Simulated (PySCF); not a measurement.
A structure optimised at PBE-D3(BJ)/def2-SVP, used in a PySCF frequency run:

```xyz
4

Sb     0.6790     0.4498     0.0000
Cl    -0.8569     2.2846     0.0000
Br    -0.2866    -0.8826     1.9410
Br    -0.2866    -0.8826    -1.9410
```
Charge 0, spin multiplicity 1.

Question: Write its SMILES, formula and point group.

Answer: [Cl][Sb]([Br])[Br], Br2ClSb, Cs

Question: What are its rotational constants (standard atomic weights)?

Answer: 1.1774, 0.72513, 0.53968 GHz
